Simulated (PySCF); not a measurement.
# C2H12N2Si2

The system: C2H12N2Si2, a small molecule; neutral, singlet. The structure, one conformer, was relaxed in the gas phase by PBE0-D3(BJ)/def2-SVP. No frequency run checks that it is a minimum.

SMILES: CN(C)N([SiH3])[SiH3]

```tsv
atom	x (Å)	y (Å)	z (Å)
Si1	1.339	-1.256	-1.170
N2	0.590	-0.097	-0.094
Si3	1.306	0.863	1.193
N4	-0.804	-0.160	-0.368
C5	-1.313	1.068	-0.931
C6	-1.569	-0.659	0.747
H7	0.823	-2.636	-0.917
H8	2.816	-1.235	-0.927
H9	1.069	-0.903	-2.597
H10	0.979	0.361	2.566
H11	0.866	2.291	1.133
H12	2.778	0.777	0.983
H13	-2.355	0.916	-1.250
H14	-0.716	1.340	-1.813
H15	-1.291	1.920	-0.218
H16	-2.615	-0.803	0.438
H17	-1.164	-1.630	1.066
H18	-1.563	0.026	1.624
```

Shieldings: GIAO PBE0/pcSseg-1. Shifts are against computed references at the same level: C TMS (σ 184.4 ppm), H TMS (σ 31.27 ppm), Si TMS (σ 352.0 ppm). Core levels by delta-SCF with SCAN, pcX-2 on the ionised atom and pcseg-1 elsewhere, spin-free X2C (2p3/2 is the spin-free 2p value less a third of a first-order spin-orbit splitting); from the vacuum level, for chosen atoms.

Give the shieldings and core levels atom by atom.


| atoms | bonded to | σ (ppm) | δ (ppm) | core level (eV) |
| --- | --- | --- | --- | --- |
| Si1 | 1 N + 3 H | 406.0 | -54.0 | 2p3/2 106.72 |
| N2 | 1 N + 2 Si | 195.8 | - | 1s 404.34 |
| Si3 | 1 N + 3 H | 427.0 | -75.0 | 2p3/2 106.81 |
| N4 | 2 C + 1 N | 193.5 | - | 1s 405.57 |
| C5 | 1 N + 3 H | 140.1 | 44.3 | 1s 291.38 |
| C6 | 1 N + 3 H | 138.6 | 45.8 | - |
| H7 H8 H9 | 1 Si | 26.66 | 4.61 | - |
| H10 H11 H12 | 1 Si | 26.68 | 4.59 | - |
| H13 H14 H15 | 1 C | 28.84 | 2.43 | - |
| H16 H17 H18 | 1 C | 28.80 | 2.47 | - |

Values are those of this one static structure, with the three H of a rotating XH3 group averaged; atoms that internal rotation interchanges would show their mean in an NMR spectrum.

By CAM-B3LYP/def2-SVPD (TDDFT singlets, Tamm-Dancoff triplets, ionisation by delta-SCF), where does absorption start, and what does vertical ionisation take?

The lowest singlet lies at 5.97 eV (f 0.027), the strongest of the first 6 at 6.93 eV (f 0.029), the lowest triplet at 5.78 eV; vertical ionisation takes 8.47 eV.
